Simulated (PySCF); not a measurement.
Be(NH2)(GeH3) (BeGeH₅N), SMILES [NH2][Be][GeH3].

Geometry: B3LYP-D3(BJ)/def2-TZVP. The values are those of a single conformer.

Method: B3LYP-D3(BJ)/def2-TZVP run with PySCF.

Frequencies are harmonic and unscaled.

| mode | ν (cm⁻¹) | IR (km/mol) | moving atoms (share of kinetic energy) |
|---|---|---|---|
| 1 | 9 | 0.0 | H 100 % |
| 2 | 175 | 6.8 | Be 53 %, H 41 % |
| 3 | 194 | 4.9 | Be 57 %, H 33 %, N 9 % |
| 4 | 339 | 0.2 | N 49 %, Ge 24 %, Be 19 % |
| 5 | 414 | 181.6 | H 81 %, N 19 % |
| 6 | 417 | 9.0 | H 85 %, Be 9 % |
| 7 | 458 | 0.6 | H 68 %, Be 25 % |
| 8 | 656 | 32.1 | H 63 %, Be 20 %, N 16 % |
| 9 | 812 | 157.8 | H 97 % |
| 10 | 892 | 33.3 | H 99 % |
| 11 | 895 | 39.9 | H 99 % |
| 12 | 1232 | 152.8 | Be 71 %, N 20 %, H 8 % |
| 13 | 1575 | 101.6 | H 87 %, N 12 % |
| 14 | 2088 | 129.6 | H 99 % |
| 15 | 2091 | 127.4 | H 99 % |
| 16 | 2093 | 118.4 | H 99 % |
| 17 | 3570 | 38.4 | H 96 % |
| 18 | 3644 | 27.7 | H 92 %, N 8 % |
